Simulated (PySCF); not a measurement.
Ge(Br)(OMe) (CH3BrGeO), SMILES [O](C)[Ge][Br] (connectivity only; charge and spin as stated), neutral, multiplicity 1.

The structure is a stationary point at PBE-D3(BJ)/def2-SVP. The structure was generated by enumeration; whether it is a known compound was not checked. Other conformers were not sampled.

These are PBE-D3(BJ)/def2-SVP (PySCF) values and carry that method's errors.

Frequencies are harmonic and unscaled.

| mode | ν (cm⁻¹) | IR (km/mol) | moving atoms (share of kinetic energy) |
|---|---|---|---|
| 1 | 85 | 0.0 | H 99 % |
| 2 | 132 | 2.8 | C 40 %, Br 27 %, H 15 %, Ge 11 % |
| 3 | 166 | 11.2 | O 63 %, H 17 %, C 12 % |
| 4 | 251 | 16.1 | Br 42 %, Ge 36 %, O 11 % |
| 5 | 304 | 33.9 | O 36 %, Ge 29 %, C 17 %, H 12 % |
| 6 | 564 | 63.0 | O 51 %, Ge 22 %, C 18 % |
| 7 | 1080 | 168.5 | O 52 %, C 42 % |
| 8 | 1123 | 1.5 | H 77 %, C 18 % |
| 9 | 1135 | 1.3 | H 71 %, C 20 %, O 9 % |
| 10 | 1401 | 11.6 | H 88 %, C 9 % |
| 11 | 1412 | 5.0 | H 97 % |
| 12 | 1416 | 2.3 | H 96 % |
| 13 | 2936 | 64.4 | H 98 % |
| 14 | 3030 | 21.8 | H 90 %, C 10 % |
| 15 | 3030 | 11.1 | H 90 %, C 10 % |
